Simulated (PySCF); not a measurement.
Species: C3H10N2Si.
Structure used (PBE0-D3(BJ)/def2-SVP), in Å, numbered top down from 1:
```
atom  x, y, z in Å
C1    -1.7777    0.1874    0.2291
C2    -0.3088    0.0618    0.5908
C3     0.4451   -0.8966   -0.3385
N4     1.8575   -0.5914   -0.1994
Si5    2.0841    1.0948    0.1541
N6     0.3945    1.3345    0.4811
H7    -2.2819   -0.7909    0.2729
H8    -1.8870    0.5993   -0.7860
H9    -2.2997    0.8600    0.9278
H10   -0.2367   -0.3506    1.6209
H11    0.0706   -0.7540   -1.3746
H12    0.2264   -1.9402   -0.0523
H13    2.4874   -1.1529   -0.7570
H14    3.0290    1.3235    1.2981
H15    2.5824    1.9579   -0.9687
H16    0.0196    2.0851    1.0476
```

Theory: PBE0-D3(BJ)/def2-SVP geometry optimisation, gas phase in PySCF.

Take the most abundant isotopes and a rigid rotor. The values belong to one conformer with, in the numbering `[CH3:1][C@H:2]1[CH2:3][NH:4][SiH2:5][NH:6]1`, C1–C2–C3–N4 161°, C2–C3–N4–Si5 -31°, C3–N4–Si5–N6 12°, N4–Si5–N6–C2 12°.

Question: Give the principal moments of inertia and the rotational constants in GHz.

Answer: Ia = 91.47, Ib = 216.69, Ic = 286.10 u·Å²; 505379 MHz·u·Å²/I gives 5525, 2332 and 1766 MHz, that is A = 5.5251, B = 2.3322, C = 1.7665 GHz.

Question: Classify the top.

Answer: An asymmetric top. Ray's parameter κ = (2B − A − C)/(A − C) = -0.699; −1 is the prolate and +1 the oblate limit.

Question: Is it planar, by Δ = Ic − Ia − Ib?

Answer: Not planar: Δ = Ic − Ia − Ib = -22.06 u·Å². For a rigid frame Δ = −2 Σ m c², so Σ m c² = 11.03 u·Å² lies off the ab plane: 8.54 from hydrogen and 2.49 from heavier atoms. The atom farthest from that plane is 1.49 Å away.

Question: Which lines would a microwave search look for?

Answer: The dipole components are |μa| = 0.72 D, |μb| = 0.34 D, |μc| = 0.07 D. Intensities carry the squares of the components, which stand as 1.00 : 0.22 : 0.01 (a : b : c). Some lines, for components of 0.1 D or more:

```csv
type,branch,"J(Ka,Kc)",MHz,lower level (cm⁻¹)
a,Q,"1(1,0) ← 1(1,1)",566,0.243
a,Q,"2(1,1) ← 2(1,2)",1697,0.498
b,Q,"1(1,0) ← 1(0,1)",3759,0.137
a,R,"1(0,1) ← 0(0,0)",4099,0.000
b,Q,"2(1,1) ← 2(0,2)",4393,0.408
b,R,"2(0,2) ← 1(1,1)",4936,0.243
b,R,"1(1,1) ← 0(0,0)",7292,0.000
a,R,"2(1,2) ← 1(1,1)",7632,0.243
a,R,"2(0,2) ← 1(0,1)",8129,0.137
a,R,"2(1,1) ← 1(1,0)",8763,0.262
b,Q,"2(2,0) ← 2(1,1)",9647,0.554
b,R,"2(1,2) ← 1(0,1)",10824,0.137
b,Q,"2(2,1) ← 2(1,2)",11276,0.498
b,R,"2(2,1) ← 1(1,0)",18342,0.262
b,R,"2(2,0) ← 1(1,1)",18976,0.243
```

Question: Estimate the classical rotational partition function at 25 K, 200 K and 298.15 K.

Answer: Point group C1, symmetry number σ = 1; q = (√π/σ)·√((kT/h)³/(ABC)), k/h = 20836.6 MHz/K: 4420 at 25 K, 99900 at 200 K, 182000 at 298.15 K.

Not checked by PBE0-D3(BJ)/def2-SVP frequencies. These are rigid-rotor constants of the computed structure; measured ground-state constants (B0) also hold zero-point vibration. A rigid rotor knows nothing of inversion at nitrogen or internal rotation, which can split or shift real lines. Quadrupole hyperfine structure (14N) is left out.

Cost: about 60 s of CPU time on one thread; the machine was shared, so the figure is rough. This is the geometry optimisation.
